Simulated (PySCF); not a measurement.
C2H4BNO2, SMILES OB1C=NCO1.

Coordinates come from a B3LYP-D3(BJ)/def2-SVP optimisation. This is a generated structure with no PubChem entry under its InChIKey; it may be hypothetical. The values are those of a single conformer.

These are r2SCAN/def2-TZVP (PySCF) values and carry that method's errors.

Isolated molecule, no solvent.

Question: Estimate the frontier levels, gap, dipole moment and polarisability. (Estimate from the structure and the level; the computed values follow.)

Answer: 
```yaml
highest_occupied_level: -6.58 eV
lowest_empty_level: -2.05 eV
orbital_gap: 4.53 eV
dipole_moment: 1.59 D
quadrupole, principal values (traceless, Buckingham form, about the centre of nuclear charge): -1.21, 0.44, 0.77 D·Å
mean_static_polarisability: 48.0 bohr³ (7.11 Å³)
polarisability_principal_values: 33.7, 48.1, 62.1 bohr³
```
